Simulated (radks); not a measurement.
All-electron atom: Nb in [Ar] 3d10 4s2 4p5 4d5 5s1 (not the ground configuration).

Method: Dirac Kohn-Sham, PBE, spin-unpolarised, spherical densities, finite nucleus; open shells fill j = l - 1/2 first; Fermi nuclear charge, rms radius 4.324 fm; computed with a radial shooting solver on a logarithmic mesh with Libxc functionals.

Energy parts (eV):
| part | energy |
|---|---|
| total | -103918.365 |
| kinetic | 107569.138 |
| electron-nucleus | -250883.499 |
| Hartree | 42627.146 |
| exchange-correlation | -3231.150 |

Orbitals (lengths in bohr, moments of r in powers of bohr):
1s1/2: occ. 2; eigenvalue (eV) -18802.90; <r^4> 7.987e-06
2s1/2: occ. 2; eigenvalue (eV) -2631.866; <r^4> 0.001491
2p1/2: occ. 2; eigenvalue (eV) -2415.606; <r^4> 0.0009949
2p3/2: occ. 4; eigenvalue (eV) -2319.808; <r^4> 0.001108
3s1/2: occ. 2; eigenvalue (eV) -441.3534; <r^4> 0.07865
3p1/2: occ. 2; eigenvalue (eV) -359.8938; <r^4> 0.08242
3p3/2: occ. 4; eigenvalue (eV) -344.3740; <r^4> 0.09024
3d3/2: occ. 4; eigenvalue (eV) -200.5159; <r^4> 0.09810
3d5/2: occ. 6; eigenvalue (eV) -197.6260; <r^4> 0.1011
4s1/2: occ. 2; eigenvalue (eV) -59.9082; <r^4> 3.462
4p1/2: occ. 2; eigenvalue (eV) -37.3066; <r^4> 5.530
4p3/2: occ. 3; eigenvalue (eV) -35.1649; <r^4> 6.104
5s1/2: occ. 1; eigenvalue (eV) -4.0407; <r^4> 400.9
4d3/2: occ. 4; eigenvalue (eV) -3.7892; <r^4> 69.81
4d5/2: occ. 1; eigenvalue (eV) -3.6172; <r^4> 74.77
5p1/2: occ. 0; eigenvalue (eV) -1.1371; <r^4> 2060
5p3/2: occ. 0; eigenvalue (eV) -1.0475; <r^4> 2337

The highest occupied level is 4d5/2 at -3.617 eV. The electron density at the nucleus is 8.251e+04 e/bohr^3. The density falls to 0.001 e/bohr^3 at r = 4.78 bohr. Summed over all electrons, <r^2> = 59.63 bohr^2, which gives a Langevin (diamagnetic) susceptibility term of -47.2 x 10^-6 cm^3/mol.
